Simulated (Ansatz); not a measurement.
Correlation energies of `C[SiH]1[SiH2]B1N` by basis set

```xyz
13

C     2.170   -0.654   -0.394
Si    0.628   -0.289    0.613
Si   -1.587   -1.019    0.468
B    -0.926    0.856    0.160
N    -1.310    1.971   -0.554
H     2.586   -1.625   -0.119
H     1.933   -0.671   -1.459
H     2.932    0.110   -0.222
H     0.868   -0.310    2.084
H    -2.127   -1.495    1.769
H    -2.237   -1.715   -0.677
H    -0.665    2.686   -0.850
H    -2.265    2.154   -0.818
```

Total charge 0; spin multiplicity 1. The structure was optimised at the PBE0-D4/def2-TZVP level. It is one conformer, not always the lowest. Frozen core, restricted reference, the Gaussian-basis code of Ansatz. CBS rows extrapolate triple and quadruple zeta; past MP2 they add the triple-zeta difference.

| basis | HF (Eh) | MP2 corr. |
| --- | --- | --- |
| def2-TZVPP | -699.56812 | -0.73246 |
| def2-QZVPP | -699.59093 | -0.78256 |

Q: Estimate the CCSD correlation energy and the (T) correction in each basis where they were run (hartree).

A: 
```json
{"basis": "def2-TZVPP", "CCSD corr.": "-0.79254", "(T)": "-0.03478"}
{"basis": "CBS(def2)", "CCSD corr.": "-0.87975", "(T)": "as TZ"}
```
